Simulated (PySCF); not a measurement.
Working out the ionisation energy of Cl⁺

Cl⁺ [Ne] 3s2 3p4 (3P) → Cl²⁺ [Ne] 3s2 3p3 (4S). Calculation: PySCF 2.14, in x2c-QZVPPall (9s6p4d2f1g, 70 functions); scalar relativity by spin-free X2C-1e. Frozen: 1s2. Energies in hartree (1 hartree = 27.21139 eV):

| part | Cl⁺ (lower) | Cl²⁺ (upper) |
| --- | --- | --- |
| UHF | -460.471729 | -459.642038 |
| MP2 opposite-spin | -0.231098 | -0.201198 |
| MP2 same-spin | -0.087496 | -0.084115 |

Q: What does Hartree-Fock give?

A: (-459.642038) − (-460.471729) = 0.829691 hartree = 22.577 eV.

Q: What do MP2 and SCS-MP2 (6/5 opposite-spin, 1/3 same-spin) give?

A: The opposite-spin parts differ by 0.814 eV and the same-spin parts by 0.092 eV. MP2: 22.577 + (0.814) + (0.092) = 23.483 eV. SCS-MP2: 22.577 + 1.2 × (0.814) + (0.092)/3 = 23.584 eV.

Measured between the centres of the two terms (NIST): 23.771 eV, so MP2 (valence and next inner shell) is off by -0.288 eV.

What remains against the reference includes basis incompleteness, the frozen core and correlation beyond second order.
